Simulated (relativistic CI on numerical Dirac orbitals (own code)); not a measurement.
Gd35+: q coefficients and field-shift factors

Computed by Dirac-Coulomb-Breit CI, KLI orbitals optimised for each configuration, derivatives by finite differences, unscaled Slater integrals, QED left out (own radial code, finite nucleus).

CI space (outside the closed core [Ar] 3d10): 4s, 4p, 4d, 4f, 5s, 5p, 5d, 5f. Levels of other configurations are missing.

With x = (α/α₀)² − 1 an excitation energy changes as ω = ω₀ + qx; K = 2q/ω₀ is the relative enhancement. Terms are leading LS components, so labels can repeat. The field-shift factor is F = δν/δ⟨r²⟩ for the transition from the lowest level.

Lowest level 4s ²S1/2.

```tsv
Level	ω₀ (cm⁻¹)	q (cm⁻¹)	F (GHz/fm²)
4p ²P°1/2	605574	70860	-712
4p ²P°3/2	980947	501300	-742
4d ²D3/2	1933630	529600	-737
4d ²D5/2	2011923	609200	-736
4f ²F°5/2	3032736	601800	-723
4f ²F°7/2	3048818	617300	-723
5s ²S1/2	5018854	321000	-388
5p ²P°1/2	5308873	350800	-711
5p ²P°3/2	5482445	548600	-726
5d ²D3/2	5930833	561100	-723
5d ²D5/2	5968244	599200	-723
5f ²F°5/2	6417337	596300	-718
5f ²F°7/2	6427157	605800	-717
```

At this charge energies of transitions that change n are usually good to better than 1 %, and those within a shell (Δn = 0) to a few per cent.

Task: Which transition from the lowest level has the largest |K|?

Result: 4p ²P°3/2 at 980947 cm⁻¹, K = 1.02.
